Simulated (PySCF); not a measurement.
Computed shifts of a molecule C5H10Si, PBE0/pcSseg-1 (PySCF), GIAO, gas phase, atoms alike by connectivity averaged where their shifts nearly agree, in ppm (number of nuclei): ¹³C: 157.8 (1), 119.9 (1), 45.6 (1), 21.2 (2). ²⁹Si: -35.4 (1). ¹H: 6.19 (1), 5.47 (1), 5.33 (1), 4.95 (2), 3.03 (1), 1.48 (2), 1.39 (2). References: ¹³C against TMS (σ = 186.3 ppm); ²⁹Si against TMS (σ = 352.7 ppm); ¹H against TMS (σ = 31.56 ppm), references at their B3LYP-D3(BJ)/def2-TZVP geometries, non-relativistic. Coordinates come from a PBE0-D3(BJ)/def2-SVP optimisation. Other conformers were not sampled.

Q: Which molecule gave these data?
A. C=C[SiH2]C(=C)C
B. C#C[SiH2]C(C)C
C. C=CC1C[SiH2]C1
D. C[C@H]1CC=C1[SiH3]

A: C, C=CC1C[SiH2]C1
